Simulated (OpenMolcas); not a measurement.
## Ti: CASPT2 settings compared

* Program: OpenMolcas 26.06
* Basis: ANO-R3 [7s5p5d3f2g1h]
* Scalar Hamiltonian: X2C, finite nucleus
* Active space: 4 electrons in 6 orbitals (3d 4s)
* State averaging: 2S+1 = 5 even, 10 roots; 2S+1 = 3 even, 45 roots; 2S+1 = 1 even, 23 roots (14 in the spin-orbit step)
* Spin-orbit coupling: RASSI with atomic mean-field integrals over the reference wave functions, term energies averaged over their components

Methods on the same reference wave functions:
A. CASSCF
B. XMS-CASPT2, IPEA 0 Eh, imaginary shift 0.4 Eh (closed shells correlated: none)
C. XMS-CASPT2, IPEA 0.5 Eh, imaginary shift 0.15 Eh (closed shells correlated: none)

Energies in cm⁻¹ above 3d² 4s² ³F₂, the measured ground level; measured values from NIST Handbook of Basic Atomic Spectroscopic Data.

```tsv
Level	A	B	C	Measured
3d² 4s² ³F₂	0.0	0.0	0.0	0.0
3d² 4s² ³F₃	146	143	142	170
3d² 4s² ³F₄	333	330	329	387
```

A puts 3d³ 4s ⁵F₁ lowest.

Deviations, from unrounded energies. A percentage is the sum of absolute deviations over the sum of measured energies, with the sign that they share, or ± where signs differ.

```csv
Against measurement,Levels,A,B,C
mean absolute deviation (cm-1),2,39,42,43
fine structure of the ground term (%),2,-13.9,-15.1,-15.4
```

A, B, C lie about equally close to measurement. The largest miss of A in the table is 3d² 4s² ³F₄, by -54 cm-1. The ranking rests on the paired levels alone, and a cruder setting can come out closer through cancelling errors.

Between B and C no level of the table moves by more than 5 cm-1.

The two smallest mean deviations differ by little beside CASPT2's spread within terms, so their order carries little weight.

The lowest spin-free term lies below A's lowest term by 0.085 hartree in B, 0.115 hartree in C.

Term energies are means over components that CASPT2 splits; among the terms shown or strongly mixed into the levels shown the widest spread is 1000 cm-1 (3d² 4s² ³F, C). Over all roots computed the reference weight is 0.84 to 0.97 in C; the roots of lowest weight are the least certain, and an intruder state may touch them. Some high roots are left out of the spin-orbit mixing, which shifts the levels that they would mix with. Without dynamic correlation excited terms often stand tens of per cent too high (terms of higher spin than the ground term too low), and those without a measured partner can miss by more than the paired ones (holds for A). The lowest computed level is not the ground level that NIST lists (3F2) (holds for A). Configurations are named by rounded mean occupations; where the s occupation lies near a half they are strongly mixed, a name can repeat and a true partner stay unpaired (holds for A; B). Computed and measured levels are paired by configuration, term and J; levels that our copy of the source lacks, or whose pairing is in doubt (as where it misses far off the trend of its configuration), stay unpaired and out of the deviations. Levels of configurations outside the active space are missing. The table leaves out levels that lie high or whose names do not pair safely across all columns.
